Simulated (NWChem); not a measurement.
Molecule: CH$_{4}$GeO$_{2}$, singlet; SMILES [OH][Ge][O]C

```xyz
8

Ge     0.3584    -0.7035     0.0017
O     -1.4300    -0.7521    -0.0019
H     -1.9058     0.0869    -0.0350
O      0.6486     1.0676    -0.0114
C     -0.2819     2.1071     0.0070
H     -1.1087     1.9360     0.7250
H      0.2190     3.0415     0.3088
H     -0.7305     2.2801    -0.9894
```
Atoms are numbered in this order, from 1.

Computed with NWChem. Low-valent species are run as closed-shell singlets; no triplet was tried in these runs. Geometry: optimised at PBE0/def2-SVP.

Task: Order these by “dipole (D)”, lowest first: TPSS/pcseg-1; TPSS/aug-pcseg-1; TPSS/STO-3G.

Result: TPSS/aug-pcseg-1 (1.50), TPSS/pcseg-1 (1.77), TPSS/STO-3G (2.29)
